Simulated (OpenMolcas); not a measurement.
Rh5+ (d4) among equal point charges was computed by CASSCF with the d shell active (OpenMolcas, ANO-RCC-VDZP on the metal). Its lowest spin-free states, and all those of the highest spin:

| 2S+1 | Degeneracy | E (cm-1) |
| --- | --- | --- |
| 5 | 1 | 0.0 |
| 5 | 2 | 2698 |
| 5 | 2 | 7542 |
| 3 | 2 | 22564 |
| 3 | 2 | 23002 |
| 3 | 2 | 23877 |
| 3 | 2 | 24313 |
| 3 | 1 | 25455 |
| 3 | 2 | 25617 |
| 3 | 2 | 26178 |
| 3 | 2 | 26314 |
| 3 | 1 | 26732 |

Q: Is the site octahedral, tetrahedral or cube-like, axial, or of lower symmetry?

A: The states with 2S+1 = 5 have orbital degeneracies 1, 2, 2. There are pairs but no triples, so the site is axial: not cubic, but with a proper or improper axis of order three or more. The run had Rh5+ among 2 point charges of -1.3 e arranged as a linear pair (D∞h), 2.25 Å from the ion.

Without dynamic correlation the repulsion within the d shell is too large (B by tens of per cent), so at a given field states of lower spin stand too high. Point charges give a weaker field than real ligands, and real ions of this kind are as a rule low spin; the high spin found here belongs to the model. This is an electrostatic model: the charges have no orbitals. No measured value stands beside these numbers.
